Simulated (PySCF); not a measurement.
Silicon: highly charged ions in a basis for the neutral atom

Si¹⁰⁺ [He] 2s2, Si¹¹⁺ [He] 2s1. Calculation: PySCF 2.14, in pcseg-2; the non-relativistic Hamiltonian (point nucleus). No spin-orbit coupling, so a gap to NIST mixes the basis error with missing relativistic terms.

Changed run: basis of the neutral atom used for a highly charged ion. This setting is unsound on purpose.

| species | method | sound run (hartree) | changed run (hartree) | converged |
| --- | --- | --- | --- | --- |
| Si¹⁰⁺ | UHF | not run | -223.60738 | yes |
| Si¹⁰⁺ | LDA | not run | -222.62000 | yes |
| Si¹⁰⁺ | PBE0 | not run | -223.62896 | yes |
| Si¹¹⁺ | UHF | not run | -206.38854 | yes |
| Si¹¹⁺ | LDA | not run | -205.37308 | yes |
| Si¹¹⁺ | PBE0 | not run | -206.34117 | yes |

Ionisation energy of Si¹⁰⁺:

```
method  changed run (eV)  NIST (eV)
   UHF            468.55     476.27
   LDA            469.31     476.27
  PBE0            470.42     476.27
```

The contracted functions were made for the neutral atom and can be too rigid for a highly charged ion.
